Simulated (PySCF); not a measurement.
B(Cl)2(OSiH3) (BCl₂H₃OSi), SMILES [SiH3]OB(Cl)Cl.

Geometry: B3LYP-D3(BJ)/def2-SVP. The structure was generated by enumeration, and PubChem lists no compound with its InChIKey, so it may never have been made. The values are those of a single conformer.

Two levels are set side by side: TDA-PBE/def2-SVPD (PySCF) and TDA-CAM-B3LYP/def2-SVPD (PySCF). Vertical, same geometry. The lowest singlet is HOMO→LUMO 100 % with PBE and HOMO→LUMO+1 97 % with the other functional; states are paired by order. Differences are taken from unrounded values.

```tsv
quantity	TDA-CAM-B3LYP
lowest singlet excitation (eV)	6.90
lowest triplet excitation (TDA) (eV)	6.74
first bright state (f over 0.05) (eV)	7.92
its oscillator strength	0.15
```

Question: What does TDA-PBE give, and how far is it from TDA-CAM-B3LYP? (Estimate from the structure and the level; the computed values follow.)

Answer: 
```json
[
 {"quantity": "lowest singlet excitation (eV)", "TDA-PBE": "5.99", "TDA-PBE minus TDA-CAM-B3LYP": "-0.91"},
 {"quantity": "lowest triplet excitation (TDA) (eV)", "TDA-PBE": "5.83", "TDA-PBE minus TDA-CAM-B3LYP": "-0.91"},
 {"quantity": "first bright state (f over 0.05) (eV)", "TDA-PBE": "6.94", "TDA-PBE minus TDA-CAM-B3LYP": "-0.97"},
 {"quantity": "its oscillator strength", "TDA-PBE": "0.13", "TDA-PBE minus TDA-CAM-B3LYP": "-0.02"}
]
```

Functionals without exact exchange tend to place singlet excitations lower, as here. Differences between two approximate levels are no errors against the true value.

Rough cost on one machine, each run with all the roots and properties that it gave: TDA-CAM-B3LYP against TDA-PBE about 4 times.
